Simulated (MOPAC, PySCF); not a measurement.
H9GaSi3, SMILES `[SiH3][Ga]([SiH3])[SiH3]`, neutral singlet in the gas phase. 

Z-matrix (Å, degrees):
```
Ga
Si 1 2.3997
H 2 1.4862 1 113.62
H 2 1.4876 3 108.06 1 123.51
H 2 1.4892 3 107.78 4 115.86
Si 1 2.3999 2 120.08 3 -9.74
H 6 1.4862 1 113.60 2 -166.93
H 6 1.4875 7 108.06 1 -123.79
H 6 1.4893 7 107.75 8 -115.85
Si 1 2.3999 2 120.27 3 170.55
H 10 1.4861 1 113.80 2 -5.18
H 10 1.4882 11 107.96 1 122.63
H 10 1.4887 11 107.89 12 115.84
```
Charge 0, multiplicity 1.

All levels are single points at this geometry (ωB97X-D3(BJ)/def2-TZVP); Pople sets use spherical d functions. Orbital energies aren't observables, and empty levels follow the basis.

B3LYP/LANL2DZ in PySCF gives dipole (D) = 0.01.

Estimate the dipole (D) from each of these levels: PBE-D3(BJ)/def2-TZVP in PySCF; ωB97X-D3(BJ)/def2-TZVP in PySCF; B3LYP/3-21G in PySCF; B3LYP/6-311+G** (LANL2DZ on Ga) in PySCF; PBE/6-31G* in PySCF; SVWN5/6-31G* in PySCF; HF/3-21G in PySCF; PM6 in MOPAC.


```
level                                     dipole (D)
----------------------------------------  ----------
PBE-D3(BJ)/def2-TZVP in PySCF                   0.02
ωB97X-D3(BJ)/def2-TZVP in PySCF                 0.02
B3LYP/3-21G in PySCF                            0.01
B3LYP/6-311+G** (LANL2DZ on Ga) in PySCF        0.02
PBE/6-31G* in PySCF                             0.01
SVWN5/6-31G* in PySCF                           0.01
HF/3-21G in PySCF                               0.02
PM6 in MOPAC                                    0.00
```
